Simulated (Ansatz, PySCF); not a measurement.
B(OH)(SeH)2 (BH3OSe2), SMILES OB([SeH])[SeH].

Geometry: PBE0-D3(BJ)/def2-SVP. The structure was generated by enumeration, and PubChem lists no compound with its InChIKey, so it may never have been made. Other conformers were not sampled.

Vertical ionisation energy (IE) and electron affinity (EA) in eV. Rows of orbital energies are one-electron estimates. Where ΔSCF, EOM or ADC give a negative EA the extra electron is unbound and the value depends on the basis.

```
level                                                                       IE     EA
------------------------------------------------------------------------  ----  -----
−ε(HOMO), −ε(LUMO), CAM-B3LYP/def2-TZVP (PySCF)                           8.23  -0.46
−ε(HOMO), −ε(LUMO), PBE/def2-TZVP (PySCF)                                 5.86   1.33
ΔSCF, CAM-B3LYP/def2-SVPD (Ansatz), final states of multiplicity 2 and 2  9.15  -0.64
ΔSCF, PBE/def2-SVPD (Ansatz), final states of multiplicity 2 and 2        8.72  -0.36
```

**Question.** What vertical singlet–triplet gap does ΔSCF give with CAM-B3LYP/def2-SVPD (Ansatz, a quantum-chemistry and plane-wave program) and with PBE/def2-SVPD (Ansatz)? (The exact figures need the calculation; the answer reports its results.)

**Answer.** 5.05 and 4.41 eV (triplet above singlet where positive).
